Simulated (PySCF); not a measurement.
SMILES [OH+]=[Ge] (HGeO (cation, charge +1)) (B3LYP/def2-SVP optimised geometry):

```
3

O      0.353     0.000     0.000
Ge    -1.324     0.000     0.000
H      1.324     0.000     0.000
```

Computed with B3LYP/def2-TZVP in PySCF.

Problem. What are the frontier orbital energies?

Solution. HOMO-2 -17.06 eV, HOMO-1 -16.64 eV, HOMO -16.64 eV, LUMO -9.04 eV, LUMO+1 -9.04 eV.

On the same geometry PySCF with PBE/def2-TZVP gives HOMO-2 -16.00 eV, HOMO-1 -15.37 eV, HOMO -15.37 eV, LUMO -9.61 eV, LUMO+1 -9.61 eV.

Meta-Löwdin charges at B3LYP/def2-TZVP: O1 -0.58, Ge2 1.16, H3 0.42.
